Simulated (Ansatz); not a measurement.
`[SiH3][CH2][InH2]` + `OB(O)Br` → `OB(Br)O[SiH3]` + `[CH3][InH2]`  (ligand exchange at the Si–C bond)

Program: Ansatz. Geometries: PBE0-D4/def2-TZVP. ΔE: electronic, gas phase. CBS: MP2 limit from def2 TZ/QZ plus the TZ coupled-cluster correction, frozen cores. Functionals use def2-TZVPP. HSE06 is defined as in plane-wave codes. def2 core potentials past Kr. For Br, In outer-core shells are correlated without core-valence functions, which leaves a few kJ/mol of doubt a bond. Scalar relativity is left out up to krypton. Each species was taken in one conformer, which may not be the lowest.

```csv
level,ΔE (kJ/mol),difference from CCSD(T)/CBS
LDA (SPW92),-68.5,10.2
revPBE-D4,-68.5,10.2
PBE0-D4,-72.1,6.6
r2SCAN0-D4,-79.9,-1.2
B2PLYP,-84.5,-5.8
r2SCAN,-79.2,-0.5
r2SCANh,-79.5,-0.8
r2SCAN0,-79.8,-1.1
HSE06,-71.7,7.0
BHLYP,-90.2,-11.5
CAM-B3LYP,-87.1,-8.4
HF/def2-TZVPP,-97.6,-18.9
MP2/def2-TZVPP,-79.9,-1.2
CCSD/def2-TZVPP,-81.5,-2.8
CCSD(T)/def2-TZVPP,-79.2,-0.5
MP2/def2-QZVPP,-80.2,-1.5
CCSD(T)/CBS,-78.7,0
```

Largest T1 diagnostic among the species: 0.013.

Leaving LDA and LC-ωPBE aside and taking each functional with its dispersion term where it has one, the values, not all of them listed here, spread over 21.1 kJ/mol, from BHLYP-D4 to revPBE-D4. From BLYP to BHLYP (50 % exact exchange), in def2-TZVPP and without D4, ΔE moves by −6.9 kJ/mol. In def2-TZVPP, CCSD(T) changes the Hartree–Fock value by +18.4 kJ/mol (the triples alone add +2.3 kJ/mol) and MP2 by +17.7 kJ/mol.
